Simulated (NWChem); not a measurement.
# Si2H4OCl2; SMILES Cl[SiH2]O[SiH2]Cl

```xyz
9

Si    -0.8837    -1.2865    -0.4257
Cl     0.1473    -2.1829     1.1410
O      0.0040    -0.0016    -1.0176
Si     0.8852     1.2866    -0.4231
Cl    -0.1536     2.1788     1.1408
H     -2.2034    -0.8141     0.0963
H     -1.0268    -2.2751    -1.5363
H      1.0282     2.2760    -1.5330
H      2.2051     0.8187     0.1026
```
Atoms are numbered in this order, from 1.

Level: PBE-D3(BJ)/def2-SVP (NWChem), optimised geometry, unscaled harmonic frequencies. 

| frequency (cm⁻¹) | IR intensity (km/mol) |
|---|---|
| 29 | 0.2 |
| 48 | 3.8 |
| 64 | 0.7 |
| 242 | 13.1 |
| 280 | 2.3 |
| 521 | 40.7 |
| 537 | 57.7 |
| 606 | 1.4 |
| 611 | 52.4 |
| 636 | 52.0 |
| 701 | 13.4 |
| 708 | 19.5 |
| 851 | 445.2 |
| 900 | 241.4 |
| 926 | 199.4 |
| 939 | 1.0 |
| 1048 | 378.6 |
| 2204 | 149.5 |
| 2206 | 0.0 |
| 2221 | 101.3 |
| 2222 | 122.8 |

```
Item                                                                                Value
-----------------------------------------------------------------------  ----------------
zero-point energy                                                           26.4 kcal/mol
thermal correction to the enthalpy at 298.15 K (with zero-point energy)     31.8 kcal/mol
heat capacity Cv                                                         24.7 cal/(mol K)
entropy at 298.15 K and 1 atm (symmetry number 2)                        90.7 cal/(mol K)
dipole moment                                                                      1.18 D
```

Rigid rotor and harmonic oscillator; modes under 100 cm⁻¹ make the entropy uncertain.
